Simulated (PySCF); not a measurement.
SMILES F[SiH2][SiH2][SeH] (H₅FSeSi₂) at its PBE/def2-SVP optimised geometry (Å):

```
9

F      1.7912    -1.8793    -0.0804
Si     1.1590    -0.3607     0.0000
Si    -1.1910    -0.3607     0.0000
Se    -1.7742     1.8793     0.0000
H      1.6484     0.4123    -1.1959
H      1.6558     0.2940     1.2587
H     -1.7912    -1.1101    -1.1603
H     -1.7625    -0.8961     1.2835
H     -1.1198     2.1195    -1.3134
```

Calculation: PySCF with PBE/def2-TZVP. Cells within 0.4 Å of a nucleus heavier than hydrogen are left out (blank, or x).

Map of the deformation density (molecule minus spherical neutral atoms) (e/bohr³) on the plane z = 0.0 Å:

```
|33333322222333333333333333333|
|33332222222233333333333333333|
|33322222222233333333333333333|
|33322222222233333333333333333|
|33333332223333333333333333333|
|33333444443333333333333333333|
|33334564244433332222233333333|
|3333476xxx4433322222222333333|
|3333466xxx3333222222222223333|
|33334553233332222222222222333|
|33333445555432222122222222333|
|33333345776432221112222222233|
|33222335665433321002222222223|
|32222223443334431002222222223|
|3222221112x2477632x2211222223|
|322221101xxx69985xxx101122223|
|322222111xxx58985xxx001122223|
|32222222221136763233322222223|
|32222222210023432247853222223|
|33222222211112322369654332233|
|33222222221122222353xx5333333|
|3332222222222222234xxx5333333|
|33332222222222222335632333333|
|33333222222222222333222333333|
|33333332222222223333323333333|
|33333333333333333333333333333|
|33333333333333333333333333333|
|33333333333333333333333333333|
|33333333333333333333333333333|
```
Scale: ten equal steps from -0.018 (start of '0') to 0.039 (end of '9'), in the order '0123456789'; x runs from -4.00 to 4.00, y from -4.00 (bottom) to 4.00 (top).
